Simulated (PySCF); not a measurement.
Hf(F)2(SH)2 (F2H2HfS2), SMILES [F][Hf]([F])([SH])[SH], multiplicity 1. Atoms are numbered in the order given.

```xyz
7

Hf     0.0000     0.0000     0.2124
F      0.0000    -1.5119     1.3776
F      0.0000     1.5119     1.3776
S     -1.9764     0.0000    -1.2403
H     -2.8482     0.0000    -0.2000
S      1.9764     0.0000    -1.2403
H      2.8482     0.0000    -0.2000
```
Charge 0, spin multiplicity 1.

Coordinates come from a B3LYP-D3(BJ)/def2-SVP optimisation. A frequency run showed that this geometry is not a minimum. The spin state was assumed, not searched. The def2 effective core potentials stand for the cores of Hf; spin–orbit coupling is left out. Other conformers were not sampled.

Level of theory: PySCF with PBE/def2-TZVP.

Symmetry labels are those of the subgroup C2v that the program uses (full group C2v).

Computed valence orbital energies around the gap with their symmetry:
| orbital | symmetry | energy (eV) |
|---|---|---|
| HOMO−7 | A2 | -10.45 |
| HOMO−6 | A1 | -10.31 |
| HOMO−5 | B1 | -10.08 |
| HOMO−4 | B2 | -9.94 |
| HOMO−3 | A1 | -8.23 |
| HOMO−2 | B1 | -7.66 |
| HOMO−1 | B2 | -6.94 |
| HOMO | A2 | -6.91 |
| LUMO | A1 | -3.20 |
| LUMO+1 | A2 | -2.08 |
| LUMO+2 | B1 | -1.69 |
| LUMO+3 | A1 | -1.44 |
